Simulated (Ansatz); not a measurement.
`[NH2][Ga]([F])[F]` + H₂ → `[F][GaH][F]` + NH₃ at 400 K and 1 bar (hydrogenolysis of a Ga–N bond).

Computed with Ansatz on PBE0-D4/def2-TZVP structures; ΔE is electronic, products minus reactants. CCSD(T)/CBS adds triple-zeta CCSD(T) − MP2 to the extrapolated MP2 energy (def2 sets, frozen cores). This one scheme is used for every species. For Ga outer-core shells are correlated without core-valence functions, which leaves a few kJ/mol of doubt a bond. Scalar relativity is left out up to krypton. Each species was taken in one conformer, which may not be the lowest.

```tsv
species	CCSD(T)/CBS energy (Eh)	H − E (kJ/mol)	S (J/(mol·K))
`[NH2][Ga]([F])[F]`	-2179.54122	104.6	348.2
H₂	-1.17544	38.0	139.0
`[F][GaH][F]`	-2124.20216	47.7	295.6
NH₃	-56.50880	104.2	203.1
```

H − E and S are ideal-gas, rigid-rotor, harmonic terms from PBE0-D4/def2-TZVP, for one conformer and one mirror image of each species. The MP2-based limit puts H₂ 0.8 mEh under its directly extrapolated value; such offsets cancel only in part. 1 Eh = 2625.50 kJ/mol, R = 8.31446 J/(mol·K).

**Question.** By hand: ΔE, ΔH, ΔS and ΔG.

**Answer.** ΔE = (-2124.20216) + (-56.50880) − (-2179.54122) − (-1.17544) = 0.00570 Eh = 15.0 kJ/mol. Δ(H − E) = 47.7 + 104.2 − 104.6 − 38.0 = 9.3, so ΔH = 24.3 kJ/mol. ΔS = 295.6 + 203.1 − 348.2 − 139.0 = 11.5 J/(mol·K). ΔG = 24.3 − 400 × (11.5)/1000 = 19.7 kJ/mol.

**Question.** By hand: the equilibrium constant, and the temperature at which ΔG would vanish if ΔH and ΔS stayed fixed.

**Answer.** log₁₀ K = −ΔG/(RT ln 10) = -2.6. ΔG = 0 at ΔH/ΔS = 2113 K, though so small a ΔS makes that figure unsure.

The number of gas molecules stays the same, so ΔS is small and ΔH decides. A doubt of 5 kJ/mol in ΔE shifts log₁₀ K by 0.7 here. Other conformers and mirror images would add mixing entropy, several J/(mol·K) or more a flexible species. These are equilibria of isolated gas molecules and say nothing of rates. Largest T1 diagnostic: 0.015 (customary marks: 0.02 for closed shells, 0.045 for open ones).
